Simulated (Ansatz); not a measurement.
All numbers were calculated with Ansatz.

A structure relaxed at PBE0-D4/def2-TZVP, charge 0, multiplicity 1:

```json
{"atom": "Ge1", "x (Å)": "-1.002", "y (Å)": "-1.808", "z (Å)": "-1.378"}
{"atom": "Al2", "x (Å)": "0.003", "y (Å)": "0.012", "z (Å)": "-0.026"}
{"atom": "Ge3", "x (Å)": "2.463", "y (Å)": "0.329", "z (Å)": "0.028"}
{"atom": "Ge4", "x (Å)": "-1.459", "y (Å)": "1.492", "z (Å)": "1.327"}
{"atom": "H5", "x (Å)": "-1.137", "y (Å)": "-3.080", "z (Å)": "-0.513"}
{"atom": "H6", "x (Å)": "-0.156", "y (Å)": "-2.195", "z (Å)": "-2.606"}
{"atom": "H7", "x (Å)": "-2.419", "y (Å)": "-1.468", "z (Å)": "-1.881"}
{"atom": "H8", "x (Å)": "2.874", "y (Å)": "1.792", "z (Å)": "0.284"}
{"atom": "H9", "x (Å)": "3.164", "y (Å)": "-0.129", "z (Å)": "-1.266"}
{"atom": "H10", "x (Å)": "3.067", "y (Å)": "-0.506", "z (Å)": "1.178"}
{"atom": "H11", "x (Å)": "-2.766", "y (Å)": "0.807", "z (Å)": "1.771"}
{"atom": "H12", "x (Å)": "-1.867", "y (Å)": "2.723", "z (Å)": "0.489"}
{"atom": "H13", "x (Å)": "-0.765", "y (Å)": "2.031", "z (Å)": "2.594"}
```

Task: Give its formula and SMILES.

Result: AlGe3H9, `[GeH3][Al]([GeH3])[GeH3]`.

Task: Point group (tolerance 0.08 Å, 0.16 Å for H)?

Result: Cs.

Task: Summarise the bond lengths by kind.

Result: 3 × Al–Ge 2.481 Å; 9 × Ge–H 1.541 to 1.544 Å.
